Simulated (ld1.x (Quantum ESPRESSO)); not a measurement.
Values are calculated unless marked as measured or tabulated.
# Pseudopotentials across the periodic table

Generated with ld1.x 7.5 (TM, RRKJ, ultrasoft, PAW), atompaw 4.2 or ONCVPSP 4.0.1. The cutoff is in Ry: for ld1.x and atompaw files where the sum of valence levels is converged to 10 mRy in a Bessel basis, for ONCV files where the hardest occupied wave has 1 mHa per electron of residual kinetic energy. The error is the largest all-electron minus pseudo excitation energy over each file’s own four to seven test configurations (ionisations up to +4, promotions, holes and added fractions of an electron), all of which were solved. The labels leave out finer settings (local radius, basis sizes, second energies), which also bear on the numbers. Spin-polarised tests are not counted. The rows are a selection from randomly drawn settings: files with unsolved tests, undetermined cutoffs or missed reference levels are left out.

| element | potential | cutoff (Ry) | largest error (meV) | bound ghosts |
| --- | --- | --- | --- | --- |
| Be | PAW, PBEsol, scalar-relativistic, rc 1.65/4.70 (sp), local smoothed, core correction yes, reference 2s2 2p0 | 8 | -4.1 | none |
| Zn | ultrasoft, PBE, scalar-relativistic, rc 1.90/2.95/1.40 (spd), local smoothed, core correction no, reference 3d10 4s2 4p0 | 55 | -138 | none |
| Nd | TM, PBE, scalar-relativistic, rc 2.90/4.20/2.05 (spd), local p, core correction yes, reference 5d1 6s2 6p0 | 12 | -79 | none |
| Au | RRKJ, PBE, scalar-relativistic, rc 2.35/1.85/2.30 (spd), local s, core correction yes, reference 5p6 5d10 6s1 6p0 | 35 | -454 | none |
| Au | PAW, LDA (PZ), scalar-relativistic, rc 2.40/3.40/1.80 (spd), local smoothed, core correction yes, reference 5d10 6s0.5 6p0 | 35 | -205 | none |

Q: Fill in the row for Ag: PAW, PBE, scalar-relativistic, rc 2.30/2.55/1.90 (spd), local smoothed, core correction yes, reference 4d9 5s0 5p0.

A: cutoff 30 Ry, largest error -616 meV, bound ghosts: none.
